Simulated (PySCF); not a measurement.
Species: C5H5F2O3 (doublet state).
Structure used (GFN2-xTB), in Å, numbered top down from 1:
```
atom  x, y, z in Å
O1     3.2550   -0.3325    0.4930
C2     2.1324   -0.2317    0.0306
C3     1.4975   -1.0484   -0.9403
O4     0.2576   -0.6602   -1.2594
C5    -0.1193    0.4586   -0.4524
O6    -1.1659    0.0795    0.4090
C7    -2.3414   -0.2400   -0.1978
F8    -2.9161    0.8612   -0.7453
F9    -3.1785   -0.6847    0.7387
C10    1.0937    0.8406    0.3860
H11    1.8820   -1.9087   -1.4563
H12   -0.4647    1.2454   -1.1384
H13   -2.2533   -0.9984   -0.9967
H14    1.4709    1.8350    0.1562
H15    0.8458    0.7923    1.4457
```

The hyperfine couplings belong to this conformer and change with its torsions.

As a line formula: `O=C1[CH]O[C@@H](OC(F)F)C1` [radical].

Method used: PySCF 2.14.0, UKS B3LYP, pcH-1 on C F H O, non-relativistic, mean-field spin-orbit, GIAO. The structure is a single GFN2-xTB conformer in the gas phase; no vibrational or solvent corrections. The geometry wasn't refined by DFT: couplings that depend on bond lengths, twists or pyramidal angles can differ widely from those at the functional's own minimum. The SCF solution wasn't tested for stability.

**Question.** Break the g tensor into its mass correction, gauge correction and orbital-Zeeman/spin–orbit terms.

**Answer.** 
| Δg (ppt) | 1 | 2 | 3 |
| --- | --- | --- | --- |
| relativistic mass correction | -0.24 | -0.24 | -0.24 |
| gauge correction | -0.01 | 0.04 | 0.05 |
| orbital Zeeman/spin–orbit | -0.02 | 3.47 | 5.52 |
| total | -0.28 | 3.27 | 5.33 |

So g = 2.00204, 2.00559, 2.00765 and g_iso = 2.00509; the tensor is rhombic: the two nearest values differ by 37 % of g3 − g1. Axes: g2 points within 12° of the C3–H11 bond.

**Question.** At 34.035 GHz, how far is the centre of the isotropic spectrum from where a free electron (g = 2.002319) resonates?

**Answer.** B = hν/(g μB) with μB/h = 13.99624 MHz/mT gives 1214.45 mT for the free electron and 1212.77 mT at g_iso, 1.68 mT lower.

**Question.** What are the electron Larmor frequencies g μB B/h along the three axes at 340 mT?

**Answer.** 9.5272, 9.5440, 9.5538 GHz for g1, g2 and g3, a range of 26.7 MHz.

**Question.** In a frozen sample, at which fields do the three g values resonate at 9.5, 34, 94 and 263 GHz (hyperfine left aside), and which band first spreads them over more than twice a line width of 0.3 mT?

**Answer.** 
```tsv
band	GHz	B(g3) mT	B(g2) mT	B(g1) mT	spread mT
X	9.5	338.08	338.43	339.03	0.95
Q	34.0	1209.98	1211.23	1213.37	3.39
W	94.0	3345.25	3348.69	3354.62	9.36
J	263.0	9359.58	9369.20	9385.79	26.20
```

The spread grows in proportion to the frequency. X band is the first where it exceeds 0.6 mT.

Largest spin populations (Mulliken): C3 (+0.63), O1 (+0.29) and O4 (+0.15). The angles at C3 add up to 360.0°, so it is planar; its axial dipolar tensor and the negative coupling of its proton fit spin in a p orbital normal to that plane.

The HOMO–LUMO gaps are 6.33 eV among the α and 3.98 eV among the β orbitals.
